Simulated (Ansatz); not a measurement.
Start from `C[Si](F)(S)Cl` and change one atom or group to get `C[Si](N)(F)Cl`.

Ansatz, PBE0-D4/def2-TZVP geometries, multiplicity 1. Each molecule was computed in one conformer, which needn't be the lowest.

```json
{"property": "HOMO–LUMO gap (PBE/def2-TZVPP) / eV", "`C[Si](F)(S)Cl`": "5.95"}
{"property": "size of the dipole moment (ωB97M-V/def2-TZVPP) / D", "`C[Si](F)(S)Cl`": "2.40"}
{"property": "HOMO–LUMO gap (ωB97M-V/def2-TZVPP) / eV", "`C[Si](F)(S)Cl`": "12.12"}
{"property": "LUMO energy (PBE/def2-TZVPP) / eV", "`C[Si](F)(S)Cl`": "-0.73"}
{"property": "HOMO energy (PBE/def2-TZVPP) / eV", "`C[Si](F)(S)Cl`": "-6.68"}
{"property": "HOMO–LUMO gap (B3LYP/def2-TZVPP) / eV", "`C[Si](F)(S)Cl`": "7.60"}
```

(1) Give the same properties after the change, and the shifts. (Best estimate.)

Answers

(1) Computed: 
```csv
property,`C[Si](N)(F)Cl`,shift
HOMO–LUMO gap (PBE/def2-TZVPP) / eV,6.48,0.53
size of the dipole moment (ωB97M-V/def2-TZVPP) / D,2.53,0.13
HOMO–LUMO gap (ωB97M-V/def2-TZVPP) / eV,12.63,0.51
LUMO energy (PBE/def2-TZVPP) / eV,-0.12,0.61
HOMO energy (PBE/def2-TZVPP) / eV,-6.59,0.09
HOMO–LUMO gap (B3LYP/def2-TZVPP) / eV,8.19,0.59
```

With PBE0 the HOMO falls by 0.16 eV and the LUMO rises by 0.50 eV, so the gap widens by about 0.66 eV. PBE moves the HOMO by 0.09 eV and ωB97M-V by -0.35 eV. The zero-point energy changes by 42.8 kJ/mol with +3 modes. Dipoles are sizes alone; their direction can turn.

B3LYP here is the variant with VWN-RPA as its local correlation; programs differ in this.
